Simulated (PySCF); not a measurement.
This PySCF input asks for the NMR shieldings of `C[C@@H]1CC[C@@H](C)[PH]1=O`, C₆H₁₃OP; the geometry comes from PBE0-D3(BJ)/def2-SVP.

```python
import basis_set_exchange as bse
import numpy as np
from pyscf import gto, dft
from pyscf.prop import nmr

atoms = """
C    -2.877803   -0.412402    0.184072
C    -1.562121   -0.026714    0.839584
C    -1.153577    1.444248    0.674124
C     0.358784    1.543787    0.871717
C     1.010501    0.465584    0.002831
C     2.466458    0.156217    0.301554
P    -0.131827   -0.973797    0.135937
O    -0.384219   -1.779712   -1.100319
H    -2.818946   -0.293295   -0.908055
H    -3.134080   -1.463984    0.379514
H    -3.700581    0.215725    0.560213
H    -1.591125   -0.265365    1.917408
H    -1.707315    2.094686    1.369065
H    -1.412451    1.776477   -0.346934
H     0.610951    1.365263    1.932979
H     0.744272    2.544958    0.621056
H     0.901414    0.749273   -1.060480
H     2.858169   -0.614471   -0.379390
H     2.595009   -0.208003    1.333754
H     3.092706    1.054861    0.186047
H     0.389462   -1.717393    1.245318
"""
names = dict.fromkeys(["C", "P", "O", "H"], "pcSseg-1")
basis = {el: gto.basis.parse(bse.get_basis(n, elements=[el], fmt="nwchem")) for el, n in names.items()}
mol = gto.M(atom=atoms, basis=basis, charge=0, verbose=0)
mf = dft.RKS(mol, xc="PBE0")
mf.grids.level = 2
mf.grids.alignment = dft.numint.BLKSIZE   # the property module wants whole blocks of grid points
mf.conv_tol = 1e-9
mf.kernel()

calc = nmr.RKS(mf)   # GIAO
C = mf.mo_coeff
Co = C[:, mf.mo_occ > 0]
resp = mf.gen_response(singlet=True, hermi=2)
def vind(x):   # induced exchange potential for any number of trial vectors
    d = np.einsum("pi,xij,qj->xpq", C, 2 * x.reshape(-1, C.shape[1], Co.shape[1]), Co, optimize=True)
    return np.einsum("xpq,pi,qj->xij", resp(d - d.transpose(0, 2, 1)), C, Co, optimize=True).ravel()
mo1, _ = nmr.rhf.solve_mo1(calc, with_cphf=vind)
sigma = calc.kernel(mo1)
for i, s in enumerate(sigma):   # ppm
    print("%2d %-2s %9.2f" % (i, mol.atom_pure_symbol(i), np.trace(s) / 3))
```

Q: What are the results?

A: 
```
 0 C     170.29
 1 C     148.89
 2 C     148.63
 3 C     151.99
 4 C     144.10
 5 C     169.26
 6 P     282.78
 7 O     241.78
 8 H      30.00
 9 H      29.95
10 H      30.18
11 H      29.98
12 H      29.44
13 H      29.95
14 H      30.47
15 H      29.57
16 H      29.82
17 H      29.56
18 H      30.51
19 H      29.91
20 H      24.36
```

These numbers come from an equivalent density-fitted implementation of the same equations, which agrees with the script to about 0.01 ppm for H and up to a few tenths of a ppm for heavy atoms, so last digits may differ.

Q: Turn these shieldings into chemical shifts. δ = σ(ref) − σ, references computed at the same level: 13C (σ = 184.41 ppm) and 1H (σ = 31.27 ppm) vs TMS; H3PO4 for 31P (σ = 310.13 ppm); 17O (σ = 334.56 ppm) vs H2O.

A: Averaging equivalent atoms: C 4: 40.3; C 2: 35.8; C 1: 35.5; C 3: 32.4; C 5: 15.1; C 0: 14.1; P 6: 27.4; O 7: 92.8; H 20: 6.91; H 12: 1.83; H 15: 1.69; H 16: 1.45; H 13: 1.32; H 11: 1.29; H 17/18/19: 1.27; H 8/9/10: 1.22; H 14: 0.80 ppm. Experimental scales use liquid or dissolved standards, which lie at an offset from isolated H2O (liquid H2O: subtract about 36 ppm) and H3PO4.

Size and cost of the density-fitted run: 208 basis functions, 49 s wall time on 1 thread of an Arm Neoverse V1, shared host; peak memory 0.96 GiB.
